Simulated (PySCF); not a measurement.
BrClH2Si. Atoms are numbered in the order given.

```xyz
5

Si     0.8518     0.6226     0.0000
Cl    -0.5082     2.1655     0.0000
Br    -0.1893    -1.3418     0.0000
H      1.6693     0.7168    -1.2371
H      1.6693     0.7168     1.2371
```
Charge 0, spin multiplicity 1.

Geometry optimised at PBE-D3(BJ)/def2-TZVP.

The numbers are results of TDA-LC-ωPBE/def2-SVPD (PySCF 2.14.0), not measurements.

Vertical excitations.  State labels are in the subgroup Cs.

```tsv
state	symmetry	energy (eV)	λ (nm)	f	main pairs
S1	A"	7.12	174	0.013	HOMO→LUMO 88 %
S2	A'	7.37	168	0.022	HOMO−1→LUMO 83 %
S3	A"	7.79	159	0.000	HOMO→LUMO+1 74 %
S4	A"	8.18	152	0.004	HOMO−2→LUMO 66 %
S5	A'	8.30	149	0.002	HOMO−1→LUMO+1 66 %, HOMO−3→LUMO 16 %
S6	A'	8.37	148	0.072	HOMO−3→LUMO 41 %, HOMO−3→LUMO+1 36 %, HOMO−1→LUMO+1 9 %
S7	A"	8.58	144	0.000	HOMO→LUMO+2 60 %, HOMO→LUMO+3 13 %, HOMO−2→LUMO+1 11 %
S8	A"	8.72	142	0.026	HOMO−2→LUMO+1 57 %, HOMO→LUMO+2 18 %, HOMO−2→LUMO 9 %
S9	A'	8.86	140	0.043	HOMO−1→LUMO+2 76 %
S10	A'	8.97	138	0.128	HOMO−3→LUMO+1 41 %, HOMO−3→LUMO 20 %, HOMO→LUMO+7 8 %
T1	A"	6.58	188	0	HOMO→LUMO 82 %
T2	A'	6.73	184	0	HOMO−1→LUMO 83 %
T3	A"	7.33	169	0	HOMO→LUMO+1 53 %, HOMO−2→LUMO+1 18 %, HOMO−2→LUMO 11 %
T4	A'	7.49	166	0	HOMO−3→LUMO 56 %, HOMO−1→LUMO+1 17 %
```
Triplets are in the Tamm–Dancoff approximation.
